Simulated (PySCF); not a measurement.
**Solvent effects on NMR parameters**

Structure with atom numbers: `[CH3:1][CH2:2][c:3]1[cH:4][cH:5][c:6]([OH:7])[c:8]([O:9][CH3:10])[cH:11]1`. Each H is labelled by its parent atom.

GIAO PBE0/pcSseg-1 in PySCF on one PBE0-D3(BJ)/def2-SVP conformer, non-relativistic, equivalent nuclei averaged. Solvents enter as an IEF-PCM continuum (benzene with ε = 2.3, tetrahydrofuran with ε = 7.4) around the gas-phase geometry. Shifts are referred to TMS computed in the same medium.

Gas phase, δ in ppm: C6 150.1, C8 149.3, C3 139.5, C4 126.2, C5 118.2, C11 111.4, C10 54.0, C2 33.2, C1 21.5, H(C5) 6.95, H(C4) 6.84, H(C11) 6.44, H(O7) 5.31, H(C10) 3.74. Dipole moment 2.89 D.

**Question.** How does each δ change in the continuum?

**Answer.** 
| atoms | environment | Δδ, benzene | Δδ, tetrahydrofuran |
| --- | --- | --- | --- |
| C6 | aromatic carbon bearing oxygen | 0.0 | 0.0 |
| C8 | aromatic carbon bearing oxygen | +0.9 | +1.7 |
| C3 | substituted aromatic carbon | +1.4 | +2.6 |
| C4 | aromatic CH | 0.0 | 0.0 |
| C5 | aromatic CH | -0.1 | -0.3 |
| C11 | aromatic CH | +1.3 | +2.5 |
| C10 | methyl carbon bonded to O | +0.6 | +1.2 |
| C2 | sp3 CH2 on an aromatic ring | +0.1 | +0.1 |
| C1 | methyl carbon | +0.2 | +0.4 |
| H(C5) | hydrogen on an aromatic CH | +0.04 | +0.06 |
| H(C4) | hydrogen on an aromatic CH | +0.06 | +0.12 |
| H(C11) | hydrogen on an aromatic CH | +0.17 | +0.35 |
| H(O7) | hydrogen on a phenol-type oxygen | +0.22 | +0.41 |
| H(C10) | hydrogen on a methyl carbon bonded to O | +0.08 | +0.15 |

Changes are relative to the gas phase. The dipole moment becomes 3.29 D in benzene, 3.66 D in tetrahydrofuran.

**Question.** Which nuclei move most (in ppm), and what does the model miss?

**Answer.** C3 (substituted aromatic carbon, +2.6 ppm) in tetrahydrofuran. A continuum only polarises the solute; specific hydrogen bonds, the anisotropy of aromatic solvents and changes of geometry or conformer are outside it.
